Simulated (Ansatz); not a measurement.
Compare A (`NCCO[SiH3]`) with its isomer B (`C[SiH2]OCN`).

Computed with Ansatz on PBE0-D4/def2-TZVP structures; ΔE is electronic, products minus reactants. CCSD(T)/CBS adds triple-zeta CCSD(T) − MP2 to the extrapolated MP2 energy (def2 sets, frozen cores). Functionals use def2-TZVPP. B3LYP here is the variant with VWN-RPA as its local correlation; programs differ in this. One conformer a species, not always the lowest.

Task: Which isomer does CCSD(T)/CBS put lower? Give the gap. (An estimate is asked.)

Result: Ansatz gave: B, by 47.2 kJ/mol.

Task: Give E(B) − E(A) in kJ/mol with BLYP-D4, CCSD/def2-TZVPP, PBE0-D4, B3LYP, HF/def2-TZVPP, PBE-D4, r2SCAN-D4. (Estimate.)

Result: Ansatz gave: BLYP-D4 -48.8, CCSD/def2-TZVPP -44.7, PBE0-D4 -50.9, B3LYP -49.2, HF/def2-TZVPP -42.1, PBE-D4 -52.1, r2SCAN-D4 -53.5. None reverses the order clearly.

Task: Does the order hold for the free energy at 298.15 K (harmonic terms from PBE0-D4)? (Best estimate.)

Result: Computed: Yes: G(B) − G(A) = -50.2 kJ/mol, for one conformer each. Modes under 60 cm⁻¹, often nearly free rotors, make the harmonic entropy too high.

Largest T1 diagnostic: 0.011.

In def2-TZVPP, CCSD(T) changes the Hartree–Fock value by −3.3 kJ/mol (the triples alone add −0.7 kJ/mol) and MP2 by −5.3 kJ/mol. From BLYP to BHLYP (50 % exact exchange), in def2-TZVPP and without D4, E(B) − E(A) moves by +3.3 kJ/mol.
